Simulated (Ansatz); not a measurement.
Reaction (cleavage of the B–Si bond): `N[SiH2]B(O)O` + `[SiH3]S` → `OB(O)S[SiH3]` + `N[SiH3]`

Computed with Ansatz on PBE0-D4/def2-TZVP structures; ΔE is electronic, products minus reactants. CBS: MP2 limit from def2 TZ/QZ plus the TZ coupled-cluster correction, frozen cores. This one scheme is used for every species. DFT in def2-TZVPP. One conformer a species, not always the lowest.

`N[SiH2]B(O)O`:

Z-matrix (Å, degrees):
```
Si
B 1 2.037
N 1 1.744 2 103.3
H 1 1.491 2 112.4 3 113.5
H 1 1.498 2 114.0 3 -125.5
O 2 1.360 1 128.4 3 162.9
O 2 1.359 1 115.1 3 -17.1
H 3 1.010 1 117.7 2 -72.7
H 3 1.009 1 118.0 2 152.9
H 6 0.958 2 113.5 1 -1.5
H 7 0.965 2 110.5 1 -0.3
```

`[SiH3]S`:

Cartesian coordinates in Å:
```
Si 0.200 -0.352 0.338
S -1.065 1.238 -0.322
H -0.027 -1.594 -0.445
H -0.175 -0.572 1.755
H 1.636 0.016 0.245
H -0.569 1.264 -1.571
```

`OB(O)S[SiH3]`:

```xyz
10

O    -0.106   -1.768   -0.179
B     0.841   -0.896   -0.599
O     2.007   -1.425   -1.042
S     0.644    0.949   -0.643
Si   -0.977    1.262    0.702
H    -0.956   -1.370    0.024
H     2.669   -0.770   -1.271
H    -1.516    2.615    0.434
H    -2.048    0.252    0.455
H    -0.556    1.150    2.120
```

`N[SiH3]`:

```xyz
7

N     0.486    0.896    0.315
Si   -0.210   -0.606   -0.155
H     0.097    1.404    1.093
H     0.823    1.531   -0.391
H    -0.357   -1.442    1.065
H    -1.553   -0.529   -0.805
H     0.713   -1.254   -1.122
```

CCSD(T)/CBS gives -75.8 kJ/mol.

Question: Another level gave -75.9 kJ/mol. Which?
A. SCS-MP2/def2-TZVPP
B. revPBE/def2-TZVPP
C. B2PLYP/def2-TZVPP
D. LDA (SPW92)/def2-TZVPP

Answer: C. B2PLYP -75.9, LDA (SPW92) -69.2, SCS-MP2/def2-TZVPP -80.6, revPBE -64.6 kJ/mol.

Largest T1 diagnostic among the species: 0.013.

From BLYP to BHLYP (50 % exact exchange), in def2-TZVPP and without D4, ΔE moves by −10.9 kJ/mol. Leaving LDA and LC-ωPBE aside and taking each functional with its dispersion term where it has one, the values, not all of them listed here, spread over 12.3 kJ/mol, from BHLYP-D4 to PBE-D4. LDA lies −3.2 kJ/mol from PBE without D4. At CCSD(T), def2-SVP lies −3.5 kJ/mol from the extrapolated value and def2-TZVPP +1.1 kJ/mol.

CCSD(T)/CBS has its own doubt, a few kJ/mol and more with outer-core shells, so smaller differences from it don't rank the levels.
